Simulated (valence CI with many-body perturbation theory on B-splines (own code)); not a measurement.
**Bi XIX: E2, M1 decay**

Level of theory: relativistic CI+MBPT: five valence electrons over a frozen Dirac-Fock core [Kr] 4d10 4f14, radial functions for each j: 11 s, 11 p, 10 d, 8 f, 5 g, 2 h, with the one-electron correlation potential Σ1 (screened to all orders), the two-electron term Σ2, the three-electron term Σ3, Breit, model QED; selected single and double excitations, second order for the rest, scaled by the run's own slope (own B-spline code, finite nucleus).

No measured spectrum was set against this ion. As an estimate, levels hold to about 250 cm⁻¹ or 0.2 % of their energy and the worst to 1 %, as in measured heavy ions of charge 2 to 7. The list stops below the first excitations out of the core. Only levels of the ground parity were solved; by the run's estimate the other parity begins above the list, which can be wrong where configurations are misplaced.

Lines 1 to 6 of 6 in falling wavelength, among levels below 496170 cm⁻¹, chosen from the decays that carry over 1 % of a level's rate. Wavelengths and rates use the calculated energies, so an error of 600 cm⁻¹ moves a line at 430.7 Å by 0.26 % and its rate by three times that or more. Electric multipoles are in the length gauge, E1 and E2 with the static RPA response of the core. S is in atomic units (e²a₀⁴ for E2 and M2, e²a₀⁶ for E3), for M1 in squared Bohr magnetons. Weak lines are less certain than strong ones. Lines between different terms over intervals too small for the method are left out, as are lines whose strength nearly cancels.

Levels are named by their leading jj configuration (3d3/2^4 stands for four electrons in 3d with j = 3/2), which in mixed levels can hold well under half, so a name can repeat and another be missing.

```csv
λ vac (Å),Upper,Lower,Type,A (s⁻¹),S (a.u.)
430.7,(5s^2 5p1/2 5p3/2^2) J=3/2,(5s^2 5p1/2^2 5p3/2) J=3/2,M1,2.44e+05,2.90e+00
430.7,(5s^2 5p1/2 5p3/2^2) J=3/2,(5s^2 5p1/2^2 5p3/2) J=3/2,E2,3.54e+03,1.87e-01
394.6,(5s^2 5p1/2 5p3/2^2) J=5/2,(5s^2 5p1/2^2 5p3/2) J=3/2,M1,4.39e+04,6.01e-01
394.6,(5s^2 5p1/2 5p3/2^2) J=5/2,(5s^2 5p1/2^2 5p3/2) J=3/2,E2,1.58e+04,8.08e-01
356.7,(5s^2 5p1/2 5p3/2^2) J=1/2,(5s^2 5p1/2^2 5p3/2) J=3/2,M1,1.75e+05,5.88e-01
356.7,(5s^2 5p1/2 5p3/2^2) J=1/2,(5s^2 5p1/2^2 5p3/2) J=3/2,E2,1.81e+04,1.87e-01
```
